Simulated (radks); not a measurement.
The numbers below are computed, except where a source is named.
Task: Coherent X-ray form factor from a spherical all-electron density. Level of theory: Dirac Kohn-Sham, Wu-Cohen GGA, spin-unpolarised, spherical densities, finite nucleus; Fermi nuclear charge, rms radius of each element as measured or else 0.836 A^(1/3) + 0.57 fm (a radial shooting solver on a logarithmic mesh with Libxc functionals).

| sin(theta)/lambda (1/angstrom) | f0 (electrons) |
|---|---|
| 0.05 | 48.004 |
| 0.1 | 45.587 |
| 0.15 | 42.633 |
| 0.2 | 39.620 |
| 0.25 | 36.724 |
| 0.3 | 34.008 |
| 0.4 | 29.240 |
| 0.5 | 25.454 |
| 0.6 | 22.587 |
| 0.8 | 18.737 |
| 1 | 16.031 |
| 1.25 | 13.085 |
| 1.5 | 10.516 |
| 2 | 7.122 |

The species is in the configuration that NIST lists as its ground one. Which atom or ion scatters so?

Result: Neutral indium, [Kr] 4d10 5s2 5p1. Extrapolating in s^2 from the first two rows gives f0(0) = 48.8, near the electron count 49; among species with that count, the fall with angle is slower the higher Z, and the table is that of Z = 49; from so few rows the species is fixed only to a neighbour or two.
